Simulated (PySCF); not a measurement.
AlGeH5O3. Atoms are numbered in the order given.

```xyz
10

Ge     1.7212    -0.1010     0.2627
O      0.0136    -0.5084     0.1360
Al    -1.5363     0.0730    -0.2303
O     -1.8346     1.6706    -0.7150
O     -2.8878    -0.9452    -0.1233
H      1.9097     1.3847    -0.1096
H      2.1731    -0.3420     1.7113
H      2.5080    -0.9917    -0.7112
H     -1.1826     2.3640    -0.8225
H     -2.8430    -1.8664     0.1382
```

Geometry optimised at ωB97X-D3(BJ)/def2-SVP. The structure was generated by enumeration; whether it is a known compound was not checked. The values are those of a single conformer.

Method: C-PCM-M06-2X/def2-SVP in PySCF 2.14.0.

The values are the electrostatic part of the solvation free energy, E(continuum) − E(gas) at the gas-phase geometry, in a cavity of scaled van der Waals radii (PySCF's table); cavitation and dispersion terms are not included. A continuum can't describe solvent molecules that bind to the metal. In vacuum the orbital gap is 10.31 eV. The dipole moment in vacuum is 2.56 D.

Task: Estimate the values in water (ε = 78.36), chlorobenzene (ε = 5.70), ethylethanoate (ε = 5.99). (An estimate is asked for; the answer gives what the named calculation found.)

Result: 
```csv
solvent,ε,ΔG(elec) (kcal/mol),dipole (D),gap (eV)
water,78.36,-9.8,2.99,10.35
chlorobenzene,5.70,-8.1,2.91,10.35
ethylethanoate,5.99,-8.1,2.92,10.35
```
